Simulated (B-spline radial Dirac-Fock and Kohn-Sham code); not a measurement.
Relativistic shifts of the levels of Mn⁹⁺

System: Mn⁹⁺, configuration [Ne] 3s2 3p4.

Both columns are ΔSCF binding energies of the configuration average from an atomic code on a B-spline grid: non-relativistic Hartree-Fock with a point nucleus, and Dirac-Fock with a finite nucleus and the Coulomb interaction alone, averaged over the two j levels with weights 2j+1.

```csv
shell,Hartree-Fock (eV),Dirac-Fock (eV),shift (eV),shift (%)
1s,6738.5,6794.0,+55.45,+0.82
2s,1004.2,1015.7,+11.50,+1.15
3s,285.2,287.5,+2.27,+0.80
3p,250.0,250.5,+0.49,+0.19
```

Relativity binds 1s, 2s, 3s, 3p more strongly, among those listed most of all 2s in relative terms.

Values without a named source are computed, but for edge energies of neutral atoms, which are taken from tables.
